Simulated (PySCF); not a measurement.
## Spinor energies of F (fluorine, neutral)

Start: [He] 2s2 2p5; 2p1/2 filled at m_j = -1/2, +1/2; 2p3/2 filled at m_j = -1/2, +1/2, +3/2. Calculated with PySCF 2.14 in x2c-TZVPall-2c (5s3p2d1f, 31 functions): generalised Hartree-Fock with the X2C-1e Hamiltonian and a Gaussian nucleus; one run each with spin-orbit coupling (SO) switched off, then screened by Boettger's factors.

```csv
spinor shell,electrons,"ε, spin-free (eV)","ε, screened SO (eV)",weight of nominal j (screened SO),"rms radius, screened SO (bohr)"
1s1/2,2,-718.56,-718.55,1.000,0.204
2s1/2,2,-42.866,-42.863,1.000,1.10
2p1/2,2,-19.873,-19.837,0.662,1.24
2p3/2,3,-19.873,-19.898,0.774,1.24
```

| quantity | spin-free | screened SO |
| --- | --- | --- |
| E (hartree) | -99.49510 | -99.49578 |
| M_J | 3/2 | 3/2 |
| ⟨J²⟩ | 3.756 | 3.756 |
| ⟨L²⟩ | 2.003 | 2.003 |
| ⟨S²⟩ | 0.753 | 0.753 |

Each row is a mean over spinors that exchange with the open shell spreads, by up to 5.339 eV (2s1/2).

Rows whose weight is well below 1 are mixtures of j = l ± 1/2: exchange outweighs spin-orbit coupling there, and the label is only the starting occupation.

Without spin-orbit coupling the j labels of p, d and f shells carry no meaning; the spin-free column gives the mean over the occupied spinors of each nl shell.
